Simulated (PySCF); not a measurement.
SeF3, SMILES F[Se+](F)F, charge +1.

Geometry: TPSSh-D3(BJ)/def2-SVP. The multiplicity is an assumed one; other spin states were not compared. The isomer is the one that the SMILES or the coordinates give; other isomers of the formula were not compared.

All values below come from PySCF with PBE/def2-TZVPD.

| Property | Result |
|---|---|
| total energy | -2700.22844 hartree |
| point group | C3v |
| highest occupied level | -17.34 eV |
| lowest empty level | -10.69 eV |
| orbital gap | 6.65 eV |
| dipole moment about the centre of nuclear charge | 2.28 D |
| mean static polarisability | 25.8 bohr³ (3.83 Å³) |
| polarisability, principal values | 22.1, 27.7, 27.7 bohr³ |
